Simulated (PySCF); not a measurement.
C3H7B, SMILES `C(=C)CB` (H–B–C–C torsion -162°, B–C–C–C torsion 127°), neutral singlet in the gas phase. 

Z-matrix (Å, degrees):
```
C
H 1 1.0940
H 1 1.1128 2 104.43
C 1 1.4895 2 112.03 3 -118.17
C 4 1.3258 1 125.04 2 -6.90
H 5 1.0835 4 121.48 1 -178.25
H 5 1.0858 6 117.02 4 -179.83
H 4 1.0885 5 119.01 6 -0.24
B 1 1.5517 2 113.46 3 106.04
H 9 1.1971 1 120.11 2 -28.74
H 9 1.1979 10 118.97 1 175.42
```
Charge 0, spin multiplicity 1.

All levels are single points at this geometry (PBE0-D4/def2-TZVP); Pople sets use spherical d functions. Orbital energies aren't observables, and empty levels follow the basis.

PBE0-D4/def2-TZVP in PySCF gives HOMO (eV) = -7.25.

Problem. Estimate the HOMO (eV) from each of these levels: B3LYP-D3(BJ)/def2-TZVP in PySCF; PBE-D3(BJ)/def2-TZVP in PySCF; B3LYP/6-311+G** in PySCF; PBE/6-31G* in PySCF; HF/6-31G* in PySCF.

Solution. 
```csv
level,HOMO (eV)
B3LYP-D3(BJ)/def2-TZVP in PySCF,-7.03
PBE-D3(BJ)/def2-TZVP in PySCF,-6.15
B3LYP/6-311+G** in PySCF,-7.04
PBE/6-31G* in PySCF,-5.78
HF/6-31G* in PySCF,-9.49
```
